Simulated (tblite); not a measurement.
Input of a run (GFN2-xTB geometry optimisation, gas phase (tblite 0.8.0)), started from a force field or distance geometry:
```
{"job": {"kind": "relax", "xc": "GFN2-xTB", "basis": "xTB"}, "charge": 0, "multiplicity": 1}
C     -2.039700     1.724600     0.552000
C     -2.111400     0.339400    -0.063600
P     -0.743300     0.039200    -1.273200
C     -1.084700    -1.710400    -1.687700
C      0.715300    -0.085000    -0.211000
C      1.824000     0.714700    -0.504600
C      2.970300     0.643600     0.292100
C      2.973100    -0.233600     1.368800
N      1.925300    -1.031700     1.679900
C      0.822700    -0.932200     0.887200
H     -2.105100     2.502500    -0.219500
H     -2.896100     1.871200     1.236600
H     -1.132900     1.883900     1.135600
H     -3.060100     0.218300    -0.576400
H     -2.091100    -0.405800     0.746100
H     -1.211800    -2.336700    -0.774700
H     -0.264300    -2.131400    -2.270500
H     -2.002000    -1.803600    -2.271300
H      1.817800     1.406000    -1.338900
H      3.843000     1.256200     0.092100
H      3.828400    -0.326000     2.019300
H      0.012100    -1.583700     1.180800
```

Output (eV, eV/Å):
```
step      E/eV     max force
  0    -779.85264    1.951
  1    -779.97822    0.562
  2    -779.99274    0.232
  3    -779.99878    0.173
  4    -780.00203    0.130
  5    -780.00533    0.113
  6    -780.00769    0.099
  7    -780.00953    0.105
  8    -780.01105    0.118
  9    -780.01253    0.102
 10    -780.01383    0.089
 11    -780.01485    0.073
 12    -780.01565    0.066
 13    -780.01636    0.068
 14    -780.01700    0.061
 15    -780.01752    0.044
 16    -780.01794    0.042
 17    -780.01831    0.042
 18    -780.01862    0.037
 19    -780.01888    0.042
 20    -780.01911    0.044
 21    -780.01936    0.043
 22    -780.01966    0.048
 23    -780.02002    0.050
 24    -780.02036    0.036
 25    -780.02064    0.048
 26    -780.02086    0.049
 27    -780.02107    0.046
 28    -780.02129    0.035
 29    -780.02148    0.031
 30    -780.02161    0.026
 31    -780.02170    0.027
 32    -780.02179    0.025
 33    -780.02187    0.023
 34    -780.02192    0.017
 35    -780.02195    0.015
 36    -780.02198    0.012
 37    -780.02202    0.019
 38    -780.02206    0.021
 39    -780.02211    0.016
 40    -780.02216    0.015
 41    -780.02221    0.016
 42    -780.02227    0.021
 43    -780.02235    0.026
 44    -780.02244    0.024
 45    -780.02253    0.020
 46    -780.02260    0.017
 47    -780.02267    0.020
 48    -780.02274    0.024
 49    -780.02279    0.019
 50    -780.02282    0.009
```

Q: Summarise the run.

A: The energy falls by 0.170 eV over 50 L-BFGS steps, the largest force on an atom goes from 1.95 to 0.009 eV/Å, and the atoms move by 0.066 Å rms after alignment. The bond that changes most is N9–C10 (pyridine-type nitrogen to aromatic CH next to a ring nitrogen), which shortens by 0.043 Å. Bonds longer at the end by more than 0.005 Å: 5 of 22; shorter: 9. Among the angles that change most is C4–P3–C5, from 102.6° to 98.7°. The energy never rose by more than 1e-5 eV on the way. The first step brought 74 % of the lowering.

Q: What are the final bond lengths?

A: C1–C2 1.523 Å, C2–P3 1.866 Å, P3–C4 1.853 Å, P3–C5 1.843 Å, C5–C6 1.391 Å, C6–C7 1.385 Å, C7–C8 1.386 Å, C8–N9 1.323 Å, N9–C10 1.319 Å, C5–C10 1.392 Å, C1–H11 1.088 Å, C1–H12 1.089 Å, C1–H13 1.089 Å, C2–H14 1.094 Å, C2–H15 1.093 Å, C4–H16 1.088 Å, C4–H17 1.089 Å, C4–H18 1.089 Å, C6–H19 1.082 Å, C7–H20 1.079 Å, C8–H21 1.082 Å, C10–H22 1.083 Å. Numbering counts from 1 in the input's order; the species is `c1ncc(P(C)CC)cc1`.

Its GFN2-xTB frequencies are all real (lowest 18 cm⁻¹). The numbers are those of one conformer.

Conformer computed: `[CH3:1][CH2:2][P:3]([CH3:4])[c:5]1[cH:6][cH:7][cH:8][n:9][cH:10]1`: C1–C2–P3–C4 172°, C2–P3–C5–C6 -129°.
